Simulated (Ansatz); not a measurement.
`CO[SiH2][SiH2]O`, charge 0, multiplicity 1.

(1) Give a relaxed structure at PBE0-D4/def2-TZVP (Ansatz). (Estimate.)

Results:

(1) Ansatz gave: 
Z-matrix (Å, degrees):
```
C
O 1 1.408
H 1 1.091 2 108.4
H 1 1.096 2 111.4 3 -119.3
H 1 1.096 2 111.4 3 119.3
Si 2 1.649 1 122.5 3 -179.7
Si 6 2.341 2 105.4 1 179.9
H 6 1.494 2 110.5 1 58.8
H 6 1.494 2 110.5 1 -59.1
O 7 1.656 6 105.7 2 -180.0
H 7 1.492 6 111.0 2 -59.2
H 7 1.492 6 111.0 2 59.3
H 10 0.958 7 117.7 6 180.0
```
Point group Cs.
This is one stationary point; other conformers may exist.
